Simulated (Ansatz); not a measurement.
Basis sets compared for the cluster Cu₃S₂. Total charge 0; doublet. Geometry r2SCAN-D4/def2-SVP. Ansatz on 4 threads of Arm Neoverse V1 on a shared host; times are rough, and most runs start from earlier orbitals.

```xyz
5

Cu    0.552    1.440    0.767
Cu    0.569   -0.988    1.291
Cu   -0.417   -0.168   -0.766
S    -0.358   -2.232   -0.184
S    -0.346    1.948   -1.108
```

No other spin state of charge 0 was run. Another isomer (doublet) lies 1.35 eV lower at PBE0-D4/def2-TZVP; other spin states weren't run for this one.

Binding counts from free atoms (Cu doublet, S triplet) in the same basis, without a counterpoise term.

| level | functions | energy (Eh) | HOMO (eV) | LUMO (eV) | binding per atom (eV) | wall time |
| --- | --- | --- | --- | --- | --- | --- |
| PBE-D4/def2-SVP | 129 | -5716.0321 | -5.24 | -4.65 | 2.76 | 3.7 s |
| PBE0-D4/def2-SVP | 129 | -5716.0770 | -5.96 | -4.02 | 2.36 | 7.5 s |

(1) Estimate the rows for PBE-D4/def2-TZVP (with forces), PBE0-D4/def2-TZVP.

Results:

(1) 
```
                         level  functions  energy (Eh)  HOMO (eV)  LUMO (eV)  binding per atom (eV)  wall time
PBE-D4/def2-TZVP (with forces)        209   -5717.0604      -5.60      -4.98                   2.45      7.5 s
             PBE0-D4/def2-TZVP        209   -5717.0750      -6.26      -4.30                   2.15       16 s
```
